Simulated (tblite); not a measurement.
C4H12Si, singlet, at a GFN2-xTB geometry; IPEA1-xTB in tblite.

Input for tblite:
```
$ tblite run mol.xyz --method ipea1 --charge 0 --spin 0 --json tblite.json --no-restart

# file mol.xyz
17

C     -0.41778104    -1.21418858    -1.41267705
Si     0.00000000     0.00000000    -0.00000000
C      0.00554135     1.78528707    -0.67614402
C     -1.31041007    -0.15385282     1.37971233
C      1.72264977    -0.41724567     0.70910873
H     -1.39396412    -1.00424407    -1.83950537
H     -0.42931030    -2.24160426    -1.06128465
H      0.30997764    -1.15221546    -2.21624356
H      0.24035806     2.50337027     0.10386249
H     -0.96211391     2.05565595    -1.08813490
H      0.74182785     1.90768456    -1.46487309
H     -2.30457514     0.07745214     1.00913662
H     -1.33992132    -1.15990805     1.78735734
H     -1.10210317     0.52516646     2.20113401
H      1.75423943    -1.42860695     1.10324445
H      2.49352738    -0.33921814    -0.05171446
H      1.99205759     0.25646756     1.51702112
```

Problem. Write the output that tblite gives for this input, abridged.

Solution. 
```
xTB calculator
 | screened Coulomb repulsion
 | Coulomb electrostatics
 |  * isotropic Klopman-Ohno-Mataga-Nishimoto electrostatics
 |  * onsite third-order electrostatics
 | DFT-D3(BJ) dispersion correction

halogen bonding energy    0.0000000000000E+00 Eh
repulsion energy          3.5382032797887E-01 Eh
dispersion energy        -6.2716640867119E-03 Eh
number of electrons       3.2000000000000E+01 e
integral cutoff           4.0000000000000E+01 bohr

------------------------------------------------------------
  cycle        total energy    energy error   density error
------------------------------------------------------------
      1     -18.25421779527  -1.8601766E+01   5.1629167E-01
      2     -18.30022761155  -4.6009816E-02   2.6664713E-01
      3     -18.25784565100   4.2381961E-02   1.5537916E-01
      4     -18.32502275185  -6.7177101E-02   5.9517437E-03
      5     -18.32512067429  -9.7922436E-05   8.6556965E-04
      6     -18.32511903168   1.6426094E-06   7.8149586E-04
      7     -18.32512247963  -3.4479555E-06   3.4929602E-05
      8     -18.32512248086  -1.2322090E-09   6.8653295E-06
------------------------------------------------------------

electronic energy        -1.8672671144757E+01 Eh
total energy             -1.8325122480865E+01 Eh

Post processing:
 | Mayer-Wiberg bond orders

[Info] JSON dump of results written to 'tblite.json'
```
